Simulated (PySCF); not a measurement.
Te(F)(iPr) (C3H7FTe), SMILES CC(C)[Te]F. Geometry optimised at PBE-D3(BJ)/def2-SVP. The structure was generated by enumeration, and PubChem lists no compound with its InChIKey, so it may never have been made. The def2 effective core potentials stand for the cores of Te; spin–orbit coupling is left out. Other conformers were not sampled.

Computed equilibrium geometry at PBE-D3(BJ)/def2-SVP (PySCF confirms it by a frequency run) as a Z-matrix (one conformer of several):
```
C
H 1 1.1088
C 1 1.5220 2 110.42
H 3 1.1075 1 111.01 2 62.21
H 3 1.1094 4 108.10 1 -122.22
H 3 1.1122 4 108.27 5 -117.01
C 1 1.5255 2 110.23 3 -127.72
H 7 1.1100 1 111.55 2 -177.04
H 7 1.1101 8 108.41 1 -124.52
H 7 1.1114 8 107.33 9 -115.24
Te 1 2.2059 2 104.06 3 116.83
F 11 1.9798 1 92.87 2 -73.40
```
